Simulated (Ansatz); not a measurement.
The cluster Al₄P₃ (the lowest doublet isomer of a short search). Charge 0, multiplicity 2. Geometry B3LYP-D4/def2-SVP, basis def2-TZVP, Ansatz.

```xyz
7

Al   -0.8580   -0.4421    1.7797
Al    0.0047    0.9802   -3.2039
Al    1.4849    0.6834    0.7583
Al   -0.6521   -0.6990   -1.0840
P     0.8171    0.5705    2.8519
P     1.4763    0.2106   -1.4221
P    -2.2729   -1.3035    0.3202
```

```json
{"run": "A", "HOMO (eV)": "-4.95", "LUMO (eV)": "-4.30"}
{"run": "B", "HOMO (eV)": "-5.82", "LUMO (eV)": "-3.48"}
{"run": "C", "HOMO (eV)": "-5.63", "LUMO (eV)": "-3.65"}
{"run": "D", "HOMO (eV)": "-6.04", "LUMO (eV)": "-2.87"}
{"run": "E", "HOMO (eV)": "-7.17", "LUMO (eV)": "-2.02"}
{"run": "F", "HOMO (eV)": "-5.21", "LUMO (eV)": "-4.06"}
```

The structure comes from a short search, and lower isomers may exist.

HOMO and LUMO are taken over both spins.

**Question.** The runs used BHLYP, PBE, PBE0, r2SCAN, r2SCAN0, ωB97X-V. Estimate which is which.

**Answer.** A PBE (0 % exact exchange); B r2SCAN0 (25 % exact exchange); C PBE0 (25 % exact exchange); D BHLYP (50 % exact exchange); E ωB97X-V (range-separated); F r2SCAN (0 % exact exchange). Exact exchange lowers occupied and raises empty levels; among semilocal functionals meta-GGAs tend to open the gap a little, and such runs are hard to tell apart. The gap grows from 0.66 eV (PBE) to 5.15 eV (ωB97X-V).
